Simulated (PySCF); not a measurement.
# Correlation energy of Lu⁺ (lutetium, charge +1)

[Xe] 4f14 5d2, high-spin 3F determinant (an excited configuration). Calculation: PySCF 2.14, in cc-pVDZ-X2C (8s7p5d3f1g, 84 functions); scalar relativity by spin-free X2C-1e. Frozen: [Kr] 4d10; 24 electrons correlated.

```json
{"level": "CCSD", "correlation energy (mhartree)": "-860.91"}
{"level": "(T)", "correlation energy (mhartree)": "-20.33"}
{"level": "CCSD(T)", "correlation energy (mhartree)": "-881.24"}
```

Diagnostics: T1 = 0.011, D1 = 0.0198, largest double amplitude 0.037.

Q: Is a single reference adequate?

A: Yes, within this model without spin-orbit coupling: T1 lies below 0.03 and no double amplitude reaches 0.07.
